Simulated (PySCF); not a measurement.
A structure optimised at B3LYP-D3(BJ)/def2-SVP, used in a PySCF frequency run:

```xyz
10

C     -2.1815    -0.5734    -0.3609
C     -1.0333    -0.7143     0.6062
O     -1.1641    -1.0646     1.7613
Si     0.7481    -0.2716     0.0266
F      0.9989    -0.8852    -1.4580
Cl     0.8656     1.7873    -0.1129
H     -2.2296     0.4706    -0.7154
H     -3.1277    -0.8547     0.1228
H     -1.9986    -1.2003    -1.2499
H      1.7790    -0.7865     0.9490
```

**Question.** Write its SMILES and formula.

**Answer.** CC(=O)[Si@@H](F)Cl, C₂H₄ClFOSi

**Question.** What are its rotational constants (standard atomic weights)?

**Answer.** 2.9374, 1.5612, 1.3482 GHz
